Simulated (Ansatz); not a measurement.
`[OH][GeH]([Cl])[Br]` → `[Cl][GeH][Br]`• + `[OH]`• at 700 K and 1 bar (homolysis of the Ge–O bond).

Computed with Ansatz on PBE0-D4/def2-TZVP structures; ΔE is electronic, products minus reactants. CBS: MP2 limit from def2 TZ/QZ plus the TZ coupled-cluster correction, frozen cores. This one scheme is used for every species. Open shells (•) are unrestricted, without spin–orbit coupling. For Br, Ge outer-core shells are correlated without core-valence functions, which leaves a few kJ/mol of doubt a bond. Scalar relativity is left out up to krypton. Each species was taken in one conformer, which may not be the lowest.

```csv
species,CCSD(T)/CBS energy (Eh),H − E (kJ/mol),S (J/(mol·K))
`[OH][GeH]([Cl])[Br]`,-5185.69710,123.9,434.9
`[Cl][GeH][Br]`•,-5109.84562,66.9,381.5
`[OH]`•,-75.67771,42.8,208.9
```

H − E and S are ideal-gas, rigid-rotor, harmonic terms from PBE0-D4/def2-TZVP, for one conformer and one mirror image of each species, with the whole ground term of open shells counted as degenerate. 1 Eh = 2625.50 kJ/mol, R = 8.31446 J/(mol·K).

By hand: ΔE, ΔH, ΔS and ΔG.

ΔE = (-5109.84562) + (-75.67771) − (-5185.69710) = 0.17377 Eh = 456.2 kJ/mol. Δ(H − E) = 66.9 + 42.8 − 123.9 = -14.2, so ΔH = 442.0 kJ/mol. ΔS = 381.5 + 208.9 − 434.9 = 155.5 J/(mol·K). ΔG = 442.0 − 700 × (155.5)/1000 = 333.1 kJ/mol.

By hand: the equilibrium constant, and the temperature at which ΔG would vanish if ΔH and ΔS stayed fixed.

log₁₀ K = −ΔG/(RT ln 10) = -24.9. ΔG = 0 at ΔH/ΔS = 2842 K, far beyond where these terms or the molecules hold.

The number of gas molecules changes by +1, which sets the sign of ΔS. A doubt of 5 kJ/mol in ΔE shifts log₁₀ K by 0.4 here. Other conformers and mirror images would add mixing entropy, several J/(mol·K) or more a flexible species. These are equilibria of isolated gas molecules and say nothing of rates. Largest T1 diagnostic: 0.011 (customary marks: 0.02 for closed shells, 0.045 for open ones).
